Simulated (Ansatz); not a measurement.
# Cost against result

Saddle point of Si4H11F3, closed shell (Si₄H₉F ([F][Si]([SiH3])([SiH3])[SiH3]) + HF + HF → Si₃H₆F₂ ([F][Si]([F])([SiH3])[SiH3]) + SiH₄ + HF; bonds formed: Si1–F9, Si2–H8; bonds broken: Si1–Si2, H8–F9), PBE0-D4/def2-TZVP structure:

Si1  (-0.196, -0.310, 0.547)
Si2  (1.972, -0.213, -0.881)
Si3  (-1.549, 1.412, -0.295)
Si4  (-0.561, -2.350, -0.616)
F5  (-0.492, -0.878, 2.015)
H6  (-0.013, 2.157, 2.300)
F7  (-0.787, 2.662, 2.463)
H8  (1.409, 0.508, 0.619)
F9  (1.030, 1.058, 1.663)
H10  (3.141, 0.707, -0.850)
H11  (2.425, -1.623, -0.841)
H12  (1.141, 0.066, -2.077)
H13  (-1.930, 0.930, -1.653)
H14  (-0.806, 2.687, -0.423)
H15  (-2.765, 1.543, 0.539)
H16  (0.263, -3.431, -0.014)
H17  (-0.278, -2.262, -2.072)
H18  (-2.004, -2.662, -0.423)
(Å)

Barriers are electronic and count from the start structure reached by relaxing down the imaginary mode.

Program: Ansatz 0.2.0. Basis: as named in each row. Cores are frozen in the correlated methods. B3LYP uses VWN-RPA correlation. Extrapolation: Hartree–Fock as exp(−7.88 √X), correlation as X^−2.97.

Times are rough, for one single point on 4 threads of a shared host (AMD EPYC 7R13), with one NVIDIA H100 (or a share of it) where marked.

The estimate by CCSD(T) at an estimated basis limit (MP2 extrapolated from triple and quadruple zeta, plus CCSD(T) − MP2 in triple zeta) is 1.720 eV.

| method | basis | time (s) | barrier (eV) | method less estimate |
| --- | --- | --- | --- | --- |
| HF | STO-3G | under 1 | 4.443 | 2.724 |
| PBE-D4 | STO-3G | under 1 | 1.588 | -0.131 |
| SPW92 | def2-SVP | 1 | 0.921 | -0.799 |
| B3LYP-D4 | 6-31G | 2 | 1.829 | 0.109 |
| PBE-D4 | def2-SVP | 2 | 1.229 | -0.491 |
| PBE0-D4 | def2-SVP | 3 | 1.532 | -0.187 |
| CAM-B3LYP-D4 | def2-TZVPP | 3 (H100) | 1.664 | -0.056 |
| SPW92 | def2-TZVPP | 4 (H100) | 1.021 | -0.699 |
| CCSD(T) | def2-SVP | 4 (H100) | 1.912 | 0.192 |
| PBE-D4 | def2-TZVPP | 6 (H100) | 1.322 | -0.398 |
| BHLYP-D4 | def2-TZVPP | 6 (H100) | 1.884 | 0.164 |
| wB97X-V | def2-TZVPP | 6 (H100) | 1.668 | -0.052 |
| r2SCAN0-D4 | def2-TZVPP | 7 (H100) | 1.611 | -0.109 |
| B2PLYP | def2-TZVPP | 8 (H100) | 1.703 | -0.017 |
| BLYP-D4 | def2-TZVPP | 8 (H100) | 1.439 | -0.281 |
| B3LYP-D4 | def2-TZVPP | 8 (H100) | 1.626 | -0.094 |
| MP2 | def2-QZVPP | 8 (H100) | 1.663 | -0.057 |
| wB97M-V | def2-TZVPP | 8 (H100) | 1.580 | -0.140 |
| PBE-QIDH | def2-TZVPP | 9 (H100) | 1.712 | -0.008 |
| RPA on PBE | def2-TZVPP | 9 (H100) | 1.715 | -0.005 |
| wB97M-V | def2-SVP | 10 | 1.547 | -0.172 |
| r2SCAN-D4 | def2-TZVPP | 10 (H100) | 1.417 | -0.302 |
| B97M-V | def2-TZVPP | 11 (H100) | 1.618 | -0.102 |
| PBE0-D4 | def2-TZVPP | 11 (H100) | 1.569 | -0.150 |
| CCSD(T) | def2-TZVPP | 32 (H100) | 1.765 | 0.045 |

All methods are single points on the PBE0-D4 structures.

T1 diagnostic: at most 0.015.

Labels in which every atom is bracketed show which atoms are joined, not bond orders.
